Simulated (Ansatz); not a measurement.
C3H10BrNOSi, SMILES `CN(C)[Si](C)(O)Br`. Charge 0, multiplicity 1. The structure was optimised at the PBE0-D4/def2-TZVP level. It is one conformer, not always the lowest.

```xyz
17

C    -0.956   -1.533   -0.365
N    -0.709   -0.213    0.175
C    -1.821    0.689   -0.006
Si    0.875    0.276    0.579
C     1.921    0.932   -0.797
O     1.701   -0.992    1.207
Br    0.684    1.900    2.117
H    -1.172   -1.500   -1.442
H    -0.091   -2.180   -0.213
H    -1.818   -1.998    0.130
H    -2.053    0.845   -1.070
H    -2.723    0.289    0.473
H    -1.609    1.659    0.444
H     2.901    1.245   -0.431
H     1.438    1.790   -1.270
H     2.064    0.157   -1.554
H     1.364   -1.366    2.024
```

(1) What is the dipole moment at B3LYP/def2-TZVPP? (Best estimate.)

(2) And with PBE, r2SCAN, ωB97M-V? (Estimate.)

(3) Give the Mulliken charges with B3LYP, PBE, r2SCAN in def2-TZVPP. (An estimate is asked.)

Answers

(1) The calculation gave: 2.11 D, with components (-1.16, -1.36, -1.12) D in this frame, pointing from negative to positive charge.

(2) Ansatz gave: PBE 2.05 D, r2SCAN 2.13 D, ωB97M-V 2.14 D.

(3) Ansatz gave: 
```json
{"atom": "C1", "B3LYP": "-0.20", "PBE": "-0.20", "r2SCAN": "-0.07"}
{"atom": "N2", "B3LYP": "-0.20", "PBE": "-0.12", "r2SCAN": "-0.21"}
{"atom": "C3", "B3LYP": "-0.18", "PBE": "-0.18", "r2SCAN": "-0.07"}
{"atom": "Si4", "B3LYP": "0.59", "PBE": "0.45", "r2SCAN": "0.59"}
{"atom": "C5", "B3LYP": "-0.37", "PBE": "-0.36", "r2SCAN": "-0.29"}
{"atom": "O6", "B3LYP": "-0.39", "PBE": "-0.35", "r2SCAN": "-0.41"}
{"atom": "Br7", "B3LYP": "-0.28", "PBE": "-0.25", "r2SCAN": "-0.27"}
{"atom": "H8", "B3LYP": "0.09", "PBE": "0.08", "r2SCAN": "0.05"}
{"atom": "H9", "B3LYP": "0.09", "PBE": "0.08", "r2SCAN": "0.06"}
{"atom": "H10", "B3LYP": "0.09", "PBE": "0.09", "r2SCAN": "0.05"}
{"atom": "H11", "B3LYP": "0.08", "PBE": "0.08", "r2SCAN": "0.05"}
{"atom": "H12", "B3LYP": "0.09", "PBE": "0.08", "r2SCAN": "0.05"}
{"atom": "H13", "B3LYP": "0.09", "PBE": "0.08", "r2SCAN": "0.06"}
{"atom": "H14", "B3LYP": "0.11", "PBE": "0.11", "r2SCAN": "0.09"}
{"atom": "H15", "B3LYP": "0.10", "PBE": "0.11", "r2SCAN": "0.07"}
{"atom": "H16", "B3LYP": "0.10", "PBE": "0.11", "r2SCAN": "0.08"}
{"atom": "H17", "B3LYP": "0.19", "PBE": "0.19", "r2SCAN": "0.20"}
```

B3LYP here is the variant with VWN-RPA as its local correlation; programs differ in this.
